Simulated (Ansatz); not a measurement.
C2H7BS2 (`CCB(S)S`). Charge 0, multiplicity 1.

```xyz
12

C    -1.132    0.575   -1.228
C    -0.876   -0.293   -0.002
B     0.586   -0.286    0.578
S     1.044   -1.671    1.634
S     1.660    1.098    0.171
H    -0.523    0.255   -2.076
H    -2.179    0.530   -1.536
H    -0.894    1.624   -1.034
H    -1.184   -1.326   -0.198
H    -1.525    0.037    0.823
H     2.281   -1.286    1.985
H     2.741    0.744    0.884
```

(1) Give the diagnostics of a CCSD(T)/def2-TZVPP run (frozen core, Ansatz). (Best estimate.)

Results:

(1) Computed: T1 = 0.0122, largest single amplitude 0.029, largest double 0.025, (T) share of the correlation energy 4.3 %, 9 CCSD cycles. The RHF solution is stable towards an unrestricted one. T1 lies under the customary mark of 0.02 for closed shells.
